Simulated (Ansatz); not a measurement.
Species: CrO3 (charge 0, singlet). 
Structure (B3LYP-D3(BJ)/def2-TZVP (Ansatz, a first-principles code) minimum search):
```xyz
4

Cr    -0.0939     0.0805     0.1164
O     -0.9681    -1.1914    -0.2050
O      0.0022     1.1476    -1.0401
O      1.2477    -0.1977     0.8960
```
Charge 0, spin multiplicity 1.

Quantity: atomisation energy (electronic, to ground-state atoms), in eV. Valence correlation only, unless marked. UHF or UKS for open shells. No spin-orbit coupling. Frozen are the shells of the preceding noble gas and the d and f shells that filled before the atom's block. Non-relativistic. The coupled-cluster limit lacks core correlation, which all-electron functionals hold. Basis-set limits of correlation are two-point, X^-3; Hartree-Fock from the larger set. The bracket is a focal-point correction in the basis named. The program attaches cautions to a run behind MP2/6-31G*: large difference.

```csv
level,program,atomisation energy (eV),minus last row
HF/def2-QZVPPD,Ansatz,-3.15,-17.42
PBE0/def2-SVP,Ansatz,12.69,-1.58
wB97X/def2-TZVPD,Ansatz,13.63,-0.64
MP2/6-31G*,Ansatz,19.05,4.78
MP2/def2-TZVPPD,Ansatz,18.67,4.40
"RI-MP2/CBS(def2-TZVPP,def2-QZVPP)+[CCSD(T)-MP2]/def2-TZVPP",Ansatz,14.27,0.00
"RI-MP2/CBS(def2-TZVPPD,def2-QZVPPD)+[CCSD(T)-MP2]/def2-TZVPPD",Ansatz,14.27,0.00
```

The Hartree-Fock reference is unstable (checked in the largest basis), which strains HF and MP2. The T1 diagnostic of CCSD in the largest basis is 0.051, which is high, so the coupled-cluster rows are less sure than usual.
